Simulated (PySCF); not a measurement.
(1Z,3Z)-1,4-dichlorobuta-1,3-diene (C4H4Cl2), SMILES Cl/C=C\C=C/Cl.

The structure is a stationary point at B3LYP-D3(BJ)/def2-SVP. The values are those of a single conformer.

Method: HF/def2-TZVP (PySCF).

Gas-phase values at a fixed geometry.

Computed frontier levels, gap, dipole moment and polarisability:
| Item | Value |
|---|---|
| highest occupied level | -8.98 eV |
| lowest empty level | 2.10 eV |
| orbital gap | 11.08 eV |
| dipole moment | 0.00 D |
| quadrupole, principal values (traceless, Buckingham form, about the centre of nuclear charge) | -7.80, -3.82, 11.63 D·Å |
| mean static polarisability | 77.9 bohr³ (11.55 Å³) |
| polarisability, principal values | 42.7, 62.7, 128.4 bohr³ |
